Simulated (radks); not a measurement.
N II, 6 electrons, occupied as [He] 2s2 2p2.

Calculated with a radial shooting solver on a logarithmic mesh with Libxc functionals: non-relativistic Kohn-Sham, RPBE, spin-unpolarised, spherical densities, point nucleus.

Energy parts (hartree):
| part | energy |
|---|---|
| total | -53.99389 |
| kinetic | 53.84980 |
| electron-nucleus | -123.83056 |
| Hartree | 22.24429 |
| exchange-correlation | -6.25742 |

Orbitals (lengths in bohr, moments of r in powers of bohr; r(max) is where P^2 peaks; r(90%) holds 90 % of the orbital's charge):
orbital  occ.  eigenvalue (hartree)    <r^4>  r(max)  r(90%)
1s          2             -14.76742  0.01334  0.1483   0.411
2s          2              -1.19470    6.424  0.9892    1.96
2p          2              -0.75844    9.727  0.9235    2.16

The highest occupied level is 2p at -20.638 eV. Summed over all electrons, <r^2> = 7.998 bohr^2, which gives a Langevin (diamagnetic) susceptibility term of -6.33 x 10^-6 cm^3/mol.
